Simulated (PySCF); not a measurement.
Gas-phase reaction: CH₃GeH₃ + 2 SiH₃ = H₃SiGeH₃ + CH₃SiH₃

Method: PySCF energies plus ideal-gas RRHO corrections (1 bar). † marks an energy on the PBE0/def2-TZVP geometry and frequencies; other levels use their own. 6-31G* has spherical d functions here. Open shells (unrestricted): SiH₃ (multiplicity 2); the rest are closed-shell singlets. B3LYP is the form with VWN-RPA correlation. Ge: all electrons, no relativistic terms.

```csv
level,"ΔH°(298 K), kJ"
B3LYP/6-31G*,-326
B3LYP/def2-TZVP†,-324
HF/def2-TZVP†,…
M06-2X/def2-TZVP†,…
PBE0/def2-SVP†,-329
PBE0/def2-TZVP,…
r2SCAN/def2-TZVP†,-323
LDA/def2-TZVP†,…
```

Fill in the missing entries.


- HF/def2-TZVP†, ΔH°(298 K), kJ: -254
- M06-2X/def2-TZVP†, ΔH°(298 K), kJ: -325
- PBE0/def2-TZVP, ΔH°(298 K), kJ: -331
- LDA/def2-TZVP†, ΔH°(298 K), kJ: -375
